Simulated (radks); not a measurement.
Question: These are the eigenvalues of the occupied orbitals of an atom or ion with whole-number occupations (eV). All-electron calculation, scalar-relativistic Kohn-Sham, PBE, spin-polarised, spherical densities, finite nucleus; Fermi nuclear charge, rms radius of each element as measured or else 0.836 A^(1/3) + 0.57 fm. Program: a radial shooting solver on a logarithmic mesh with Libxc functionals.

orbital  eigenvalue
1s up     -20051.58
1s down   -20046.79
2s up     -3831.224
2s down   -3827.533
2p up     -3560.821
2p down   -3555.548
3s up     -1428.208
3s down   -1410.570
3p up     -1341.190

Which element is it, and in what charge state? The configuration may be excited. Open shells, if any, are filled with parallel spins first.

Answer: Z = 41, niobium, charge +26: Nb26+ in [Ne] 3s2 3p3. The list shows which subshells hold electrons but not how many an open one holds; the 1s level, -736.88 hartree, gives Z - s = 38.4 by -(Z - s)^2/2, which with screening and relativity narrows Z to a few neighbours, and the depths of the outer levels then fix element, charge and occupations together.
